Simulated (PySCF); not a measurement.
Vertical excitations of a molecule C3H3ClF2 from PySCF with TDDFT-PBE/def2-SVPD, as energy in eV (oscillator strength): 5.73 (0.000), 5.85 (0.015), 6.99 (0.010), 7.21 (0.004), 7.36 (0.031), 7.41 (0.011), 7.53 (0.012), 7.55 (0.002), 7.63 (0.000), 7.80 (0.006). Lowest triplet (TDA): 5.23 eV. Geometry: B3LYP-D3(BJ)/def2-SVP. Other conformers were not sampled.

Task: Which structure fits?
(A) F[C@@H]1[C@H](F)[C@H]1Cl
(B) C=C(Cl)C(F)F
(C) FC1(F)C[C@H]1Cl
(D) C/C(F)=C(\F)Cl

Result: A, F[C@@H]1[C@H](F)[C@H]1Cl
